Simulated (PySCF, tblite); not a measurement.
C3H7F3N2Si2.
Atom-mapped SMILES: `[CH2:1]=[CH:2][Si@H:3]1[NH:4][Si@H:5]([C:6]([F:7])([F:8])[F:9])[NH:10]1` (hydrogens: H11, H12 on C1; H13 on C2; H14 on Si3; H15 on N4; H16 on Si5; H17 on N10)

Structure optimised with GFN2-xTB, isolated species.

Q: Give the optimised bond lengths and angles.

A: 
```json
{"bond": "C1=C2", "length (pm)": "132.3"}
{"bond": "C2–Si3", "length (pm)": "187.3"}
{"bond": "Si3–N4, Si3–N10", "length (pm)": "175.7"}
{"bond": "N4–Si5, Si5–N10", "length (pm)": "172.3"}
{"bond": "Si5–C6", "length (pm)": "193.6"}
{"bond": "C6–F7, C6–F8, C6–F9", "length (pm)": "134.9"}
{"bond": "C1–H11", "length (pm)": "107.7"}
{"bond": "C1–H12", "length (pm)": "107.9"}
{"bond": "C2–H13", "length (pm)": "108.4"}
{"bond": "Si3–H14", "length (pm)": "145.7"}
{"bond": "N4–H15, N10–H17", "length (pm)": "100.2"}
{"bond": "Si5–H16", "length (pm)": "145.6"}
```

Bonds in one row agree within 1 pm and their mean is given. A selection of angles:
```json
{"angle": "C1–C2–Si3", "degrees": "124.2"}
{"angle": "C2–Si3–N4", "degrees": "113.3"}
{"angle": "N4–Si3–N10", "degrees": "82.6"}
{"angle": "Si3–N4–Si5", "degrees": "96.4"}
{"angle": "N4–Si5–C6", "degrees": "112.8"}
{"angle": "N4–Si5–N10", "degrees": "84.6"}
{"angle": "C6–Si5–N10", "degrees": "112.3"}
{"angle": "Si5–C6–F7", "degrees": "112.2"}
{"angle": "Si5–C6–F8", "degrees": "112.7"}
{"angle": "F7–C6–F8", "degrees": "105.4"}
{"angle": "H15–N4–Si3", "degrees": "131.7"}
{"angle": "H15–N4–Si5", "degrees": "131.9"}
{"angle": "H17–N10–Si5", "degrees": "131.7"}
{"angle": "H17–N10–Si3", "degrees": "131.9"}
```

Torsions: C1–C2–Si3–N4 137° (anticlinal); C2–Si3–N4–Si5 112° (anticlinal); Si3–N4–Si5–C6 113° (anticlinal); N4–Si5–C6–F7 81° (synclinal); N4–Si5–N10–Si3 -1° (synperiplanar); C2–Si3–N10–Si5 -111° (anticlinal).

The 2 C–Si bonds span 1.873 Å (C2–Si3, drawn single) to 1.936 Å (Si5–C6, drawn single), a spread of 0.063 Å. N4 (nitrogen bridging silicon atoms) is planar (angles 131.9°, 131.7° and 96.4°, sum 360.0°, 0.01 Å off the plane of its three neighbours). Si3 (SiH silicon) has angles from 82.6° to 115.7°. Si5 (SiH silicon) has angles from 84.6° to 119.9°. The 4 N–Si bonds span 1.723 Å (N4–Si5, drawn single) to 1.757 Å (Si3–N4, drawn single), a spread of 0.034 Å. The 4-membered ring Si3–N4–Si5–N10 has internal angles of 82.6° to 96.4°; it is almost planar, 0.01 Å rms from its mean plane, widest ring torsion 1°.

Point group: near Cs, missed by 0.29 Å at most; the miss may be what the optimiser left on a soft mode. Its GFN2-xTB frequencies are all real (lowest 21 cm⁻¹). The numbers are those of one conformer. 3 starts were optimised and ended at 0.00, 0.65 and 0.67 kcal/mol (GFN2-xTB); the lowest of these is shown.

All values are computed, not measured.
